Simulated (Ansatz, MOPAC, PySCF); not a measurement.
Complex: N2 (SMILES N#N) (first 2 atoms) with HI (SMILES I); geometry from B3LYP-D3(BJ)/def2-TZVP.
(charge 0, multiplicity 1):
```xyz
4

N      0.102     0.110    -1.005
N      0.210     0.119     0.080
I      0.506     0.159     4.289
H      0.421     0.143     2.677
```

Interaction energies are E(AB) − E(A) − E(B) at the monomers' geometry in the complex; basis-set methods are counterpoise corrected. Rows marked so take none.

Cores are frozen in the correlated methods. Filled d and f shells under p-block atoms count as core. CBS(a, b) extrapolates the correlation energy as X⁻³ and adds the Hartree–Fock energy of set b. Rows in 3-21G carry no dispersion term and start afresh at each structure; the Pople sets are all-electron and without relativity. The state reached by PM6 isn't checked.

Run with Ansatz (Gaussian basis) for Hartree–Fock, density functionals and correlated methods; MOPAC for PM6 (differences of heats of formation); PySCF for 3-21G rows, the dispersion terms. Values without a source in brackets are computed. In def2 rows elements past Kr take small-core potentials, without spin–orbit coupling.

```tsv
level	interaction energy (kJ/mol)
PM6	-4.4
HF/3-21G (no counterpoise)	-2.8
HF/def2-QZVPPD	1.0
BLYP-D3(BJ)/def2-TZVPPD	-3.2
r2SCAN-D3(BJ)/def2-TZVPPD	-2.2
PBE0-D3(BJ)/def2-TZVPPD	…
CAM-B3LYP/def2-TZVPPD	-1.6
B2PLYP/def2-TZVPPD	-1.9
CCSD(T)/CBS(def2-TZVPPD, def2-QZVPPD)	-3.3
```

### Question
What belongs in the gaps?

### Answer

- PBE0-D3(BJ)/def2-TZVPPD, interaction energy (kJ/mol): -3.8

Ansatz is an electronic-structure program.
